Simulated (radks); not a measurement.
The numbers below are computed, except where a source is named.
Q: Radial electron density D(r) = 4 pi r^2 rho(r) of an atom or ion with 13 electrons. Code: a radial shooting solver on a logarithmic mesh with Libxc functionals. Model: scalar-relativistic Kohn-Sham, PBE, spin-polarised, spherical densities, point nucleus.

```
   r/bohr * D(r) (the largest magnitude, 16.9, reaches the edge; | marks zero)
  0.00738 |   *
 0.009687 |     *
  0.01261 |         *
  0.01642 |              *
  0.02139 |                     *
  0.02785 |                              *
  0.03626 |                                       *
  0.04722 |                                                *
  0.06198 |                                                      *
   0.0807 |                                                      *
   0.1051 |                                               *
   0.1368 |                                      *
   0.1782 |                                  *
    0.232 |                                      *
   0.3021 |                                               *
   0.3965 |                                                  *
   0.5163 |                                        *
   0.6723 |                       *
   0.8755 |          *
     1.14 |     *
    1.484 |    *
    1.933 |   *
    2.537 |*
    3.304 |*
    4.302 |*
    5.601 |*
    7.294 *
    9.497 *
```

What is the nuclear charge?

A: Z = 15. The innermost maximum, from 1s, lies near gamma/Z bohr with gamma = sqrt(1 - (Z/c)^2) = 0.994, here 0.0663 bohr (found: 0.0699), and its height grows with Z. The density is that of the phosphorus ion P2+ in [Ne] 3s2 4p1; the configuration itself is not fixed sharply by these data, and Z only to about a unit. D(r) has 3 maxima, at r = 0.0699, 0.372, 4.27 bohr, and minima at 0.178, 3.12 bohr, inside which lie 2.19, 12.08 electrons.
